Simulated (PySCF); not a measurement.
Electron correlation in Os⁶¹⁺ (osmium, charge +61)

[Ne] 3s2 3p3, high-spin 4S determinant. All numbers are calculated (PySCF 2.14, scalar relativity by spin-free X2C-1e, in an even-tempered Gaussian basis (17 s from 17 bohr⁻², ratio 2.5; 12 p from 23 bohr⁻², ratio 2.5; 4 d from 87 bohr⁻², ratio 2.7; 4 f from 130 bohr⁻², ratio 2.7)). Frozen: 1s2; 13 electrons correlated; the 20 highest virtual orbitals of each spin left out.

| level | correlation energy (mhartree) |
| --- | --- |
| CCSD | -566.35 |
| (T) | -0.42 |
| CCSD(T) | -566.77 |

Diagnostics: T1 = 0.00012, D1 = 0.0004, largest double amplitude 0.014.

Spin-orbit coupling is strong in this species (close to jj coupling), so the high-spin LS determinant is a model state, not a physical level.

Cost of the coupled-cluster step: about 16 core-seconds, for 13 correlated electrons.

At this charge the one-electron X2C treatment keeps the bare 1/r₁₂, with no two-electron picture change or Breit term. The effect here is smaller than on the frozen 1s shell; and a scalar Hamiltonian misses the large spin-orbit splitting of the p shells, which matters for ns² → np² pairs.

Spin-orbit coupling is strong in this species, so the high-spin LS determinant is a model state.
